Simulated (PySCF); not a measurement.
AlF₄, SMILES [F][Al-]([F])([F])[F], charge -1. Atoms are numbered in the order given.

```xyz
5

Al     0.0000     0.0000     0.0000
F      0.9988     0.9988    -0.9988
F     -0.9988     0.9988     0.9988
F     -0.9988    -0.9988    -0.9988
F      0.9988    -0.9988     0.9988
```
Charge -1, spin multiplicity 1.

Geometry: PBE-D3(BJ)/def2-SVPD. The isomer is the one that the SMILES or the coordinates give; other isomers of the formula were not compared.

These are B3LYP/pcJ-1 (PySCF) values and carry that method's errors.

Isotropic couplings with Fermi-contact, spin-dipole and both spin-orbit terms, one fixed conformer, no vibrational averaging. Isotopes: 19F.

```json
[
 {"pair": "F2–F3", "bonds apart": "2", "J (Hz)": "?"},
 {"pair": "F2–F4", "bonds apart": "2", "J (Hz)": "?"},
 {"pair": "F2–F5", "bonds apart": "2", "J (Hz)": "?"},
 {"pair": "F3–F4", "bonds apart": "2", "J (Hz)": "?"},
 {"pair": "F3–F5", "bonds apart": "2", "J (Hz)": "?"},
 {"pair": "F4–F5", "bonds apart": "2", "J (Hz)": "?"}
]
```

Q: What belongs in the gaps? (The exact figures need the calculation; the answer reports its results.)

A: 
- F2–F3, J (Hz): -85.8
- F2–F4, J (Hz): -85.8
- F2–F5, J (Hz): -85.8
- F3–F4, J (Hz): -85.8
- F3–F5, J (Hz): -85.8
- F4–F5, J (Hz): -85.8
